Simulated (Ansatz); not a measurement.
Consider the ligand exchange at the Al–N bond: `CC(C)[NH][AlH][Cl]` + CH₃NH₂ → `C[NH][AlH][Cl]` + `CC(C)N`.

Computed with Ansatz on PBE0-D4/def2-TZVP structures; ΔE is electronic, products minus reactants. CBS: MP2 limit from def2 TZ/QZ plus the TZ coupled-cluster correction, frozen cores. DFT in def2-TZVPP. Each species was taken in one conformer, which may not be the lowest.

| level | ΔE (kJ/mol) |
| --- | --- |
| B2PLYP | -1.5 |
| r2SCAN | -2.1 |
| MP2/def2-TZVPP | -0.7 |
| SCS-MP2/def2-TZVPP | -0.7 |
| CCSD/def2-TZVPP | -1.0 |
| HF/def2-QZVPP | -1.7 |
| HF/CBS(def2) | -1.7 |
| CCSD/CBS(def2) | -1.5 |

Task: What does CCSD(T)/CBS give? (Estimate.)

Result: Ansatz gave: -1.0 kJ/mol. The listed levels differ from it by -0.5, -1.1, 0.3, 0.3, 0.0, -0.7, -0.7, -0.5 kJ/mol.

Largest T1 diagnostic among the species: 0.010.
